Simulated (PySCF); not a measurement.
## Electron correlation in Se²⁺ (selenium, charge +2)

[Ar] 3d10 4s2 4p2, high-spin 3P determinant. Calculation: PySCF 2.14, in 6-31G*; no relativity, point nucleus. Frozen: [Ar] 3d10; 4 electrons correlated.

MP2 pair energies summed by pair of shells (mhartree):

```csv
pair,energy,share (%)
4s-4p,-26.92,61.3
4s-4s,-12.50,28.4
4p-4p,-4.51,10.3
```

Total MP2 correlation energy: -43.93 mhartree.

Same-spin part -6.79 and opposite-spin part -37.14 mhartree; SCS-MP2 scales them by 1/3 and 6/5 to -46.84 mhartree.

```json
{"level": "CCSD", "correlation energy (mhartree)": "-61.11"}
{"level": "(T)", "correlation energy (mhartree)": "-0.61"}
{"level": "CCSD(T)", "correlation energy (mhartree)": "-61.72"}
```

Diagnostics: T1 = 0.0060, D1 = 0.0168, largest double amplitude 0.100.

Q: Is a single reference adequate?

A: Mostly. T1 lies below 0.03, but a double amplitude of this size points to a near-degeneracy that CCSD handles and MP2 describes poorly.
